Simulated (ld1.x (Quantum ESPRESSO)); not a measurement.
**Pseudopotential generation for Al: TM, BLYP, scalar-relativistic.**

- Element: aluminium (Al)
- Generator: ld1.x (Quantum ESPRESSO) 7.5
- Type: norm-conserving Troullier–Martins (Kleinman–Bylander form)
- Functional: BLYP
- Relativity: scalar-relativistic
- Frozen core: [Ne]
- Valence charge: 3
- Reference configuration: 3s2 3p1
- Partial waves: 3s (bound): rc 1.80 bohr; 3p (bound): rc 2.20 bohr; 3d channel at -0.05 Ry: rc 1.90 bohr
- Local potential: the d channel
- Core correction: a·sin(br)/r model core, default radius (core density twice the valence density)

Estimate the cutoffs (Ry, on a coarse ladder) from which the occupation-weighted sum of valence levels, in a spherical-Bessel basis at the reference potential, stays within 10 and 1 mRy of its value at 400 Ry.

10 Ry and 30 Ry.

Does the potential have ghost states?

No extra level below or beside the all-electron valence levels (s, p, d, f tested).

Which valence shell sets the plane-wave cutoff?

3s: its level needs 21 Ry to come within 1 mRy, against 6 Ry for 3p.

Tests: 3s2 3p0; 3s1 3p0; 3s2 3p0.5; 3s2 3p1.3; 3s1 3p2; 3s0 3p3; 3s1 3p1. Which has the largest error in its energy relative to the reference configuration, and how large is it?

3s1 3p0, with +32 meV (all-electron minus pseudo) on +24.84 eV.
